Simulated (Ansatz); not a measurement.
Coupled-cluster run, C2H10Si3, SMILES `C[Si@H]1C[Si@@H]1[SiH3]`.

```yaml
crystal:
  periodic: [false, false, false]
  atoms:
    - {symbol: C, position_ang: [-1.740326, 0.654771, 0.728447]}
    - {symbol: Si, position_ang: [0.084937, 0.313408, 0.684683]}
    - {symbol: C, position_ang: [0.757382, -1.245701, 1.339922]}
    - {symbol: Si, position_ang: [0.984950, -1.653508, -0.556784]}
    - {symbol: Si, position_ang: [0.968874, 0.524409, -1.731631]}
    - {symbol: H, position_ang: [-2.020145, 1.071753, 1.699397]}
    - {symbol: H, position_ang: [-2.298840, -0.268586, 0.567880]}
    - {symbol: H, position_ang: [-2.017870, 1.371111, -0.047218]}
    - {symbol: H, position_ang: [0.937532, 1.501860, 0.946817]}
    - {symbol: H, position_ang: [0.046360, -1.921869, 1.808378]}
    - {symbol: H, position_ang: [1.695748, -1.186396, 1.884545]}
    - {symbol: H, position_ang: [-0.498426, -1.865579, -0.833225]}
    - {symbol: H, position_ang: [2.362613, 1.038140, -1.735704]}
    - {symbol: H, position_ang: [0.624526, -0.131100, -3.022413]}
    - {symbol: H, position_ang: [0.090786, 1.746584, -1.703695]}
basis:
  gaussian: {orbitals: def2-TZVPP}
correlation: {method: ccsd_t}
```

```sh
$ ansatz run in.yaml --threads 2 --pin off --events-out ev --progress --plain --max-ram 22528MiB --backend cuda --devices 0, --max-vram 18GiB
```

Log, shortened:

```
Functional definition: HF
1851 factors; integrals over basis functions are off by at most 1.4e-3 eV
mean field evaluation 1: about -25801.3189 eV, gradient 3.6e1 eV
mean field evaluation 2: about -25801.7084 eV, gradient 3.6e1 eV
mean field evaluation 4: about -25805.7704 eV, gradient 4.3e0 eV
mean field evaluation 8: about -25805.8625 eV, gradient 3.1e-1 eV
mean field evaluation 16: about -25805.8634 eV, gradient 1.8e-6 eV
mean field -25805.86338570 eV, -948.3479875822 hartree, gradient 1.8e-6 eV, S^2 0.000000; 0 other end points of the search recorded, 0 dependent functions left out
17 core orbitals not correlated: weight in the atoms' cores, before any rotation towards them, 1.000 or more for the frozen orbitals, at most 0.000 for the correlated occupied ones
reference -25805.86338570 eV, -948.3479875822 hartree; 15, 15 occupied and 296, 296 virtual orbitals, 1851 factors
second order -20.13295643 eV of doubles, -0.00000000 eV of singles
cycle   1  -21.33925668 eV  change    -1.2e0 eV  update   1.1e-1
cycle   2  -21.96005647 eV  change   -6.2e-1 eV  update   3.4e-2
cycle   3  -22.06536085 eV  change   -1.1e-1 eV  update   1.7e-2
cycle   4  -22.05612293 eV  change    9.2e-3 eV  update   5.1e-3
cycle   5  -22.05395213 eV  change    2.2e-3 eV  update   2.6e-3
cycle   6  -22.05363069 eV  change    3.2e-4 eV  update   9.6e-4
cycle   7  -22.05351167 eV  change    1.2e-4 eV  update   4.0e-4
cycle   8  -22.05367359 eV  change   -1.6e-4 eV  update   1.6e-4
cycle   9  -22.05367729 eV  change   -3.7e-6 eV  update   5.8e-5
cycle  10  -22.05364320 eV  change    3.4e-5 eV  update   2.3e-5
perturbative correction -0.99220006 eV, -0.0364626798 hartree
Total energy: -25828.90922897 eV, -949.1949067010 hartree
```

Run time 5 s (2 threads of an AMD EPYC 7R13 on a shared host and a share of an NVIDIA H100 80 GB); peak host memory 1.4 GiB.

Correlation energy per correlated electron: -0.768 eV. T1 diagnostic: 0.0143.
